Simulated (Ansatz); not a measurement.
`C=C[SiH](C)O[SiH3]` + H–F → `C=C[SiH](F)O[SiH3]` + CH₄  (ligand exchange at the Si–C bond)

Calculated with Ansatz (gas phase, PBE0-D4/def2-TZVP geometries, no zero-point term in ΔE). CBS: MP2 limit from def2 TZ/QZ plus the TZ coupled-cluster correction, frozen cores. This one scheme is used for every species. Functionals use def2-TZVPP. Each species was taken in one conformer, which may not be the lowest.

| level | ΔE (kJ/mol) |
| --- | --- |
| r2SCAN-D4 | -161.1 |
| PBE | -152.7 |
| BHLYP | -174.3 |
| LC-ωPBE | -157.5 |
| RPA@PBE/def2-TZVPP | -156.6 |
| CCSD(T)/def2-SVP | -158.1 |
| HF/def2-TZVPP | -183.0 |
| MP2/CBS(def2) | -153.6 |

(1) What does CCSD(T)/CBS give? (An estimate is asked.)

(2) What do rigid-rotor, harmonic-oscillator terms from PBE0-D4/def2-TZVP frequencies (298.15 K, 1 bar) make of the CCSD(T)/CBS value? (Estimate.)

Largest T1 diagnostic among the species: 0.012.

## Answers

(1) The calculation gave: -154.8 kJ/mol. The listed levels differ from it by -6.3, 2.1, -19.5, -2.7, -1.8, -3.3, -28.2, 1.2 kJ/mol.

(2) Ansatz gave: ΔZPE = +4.8 kJ/mol, ΔH = -151.4 kJ/mol, ΔS = -1 J/(mol·K), ΔG = -151.2 kJ/mol. Modes under 50 cm⁻¹ make the entropy rough.

In def2-TZVPP, CCSD(T) changes the Hartree–Fock value by +26.7 kJ/mol (the triples alone add +3.3 kJ/mol) and MP2 by +27.9 kJ/mol. From BLYP to BHLYP (50 % exact exchange), in def2-TZVPP and without D4, ΔE moves by −3.7 kJ/mol.
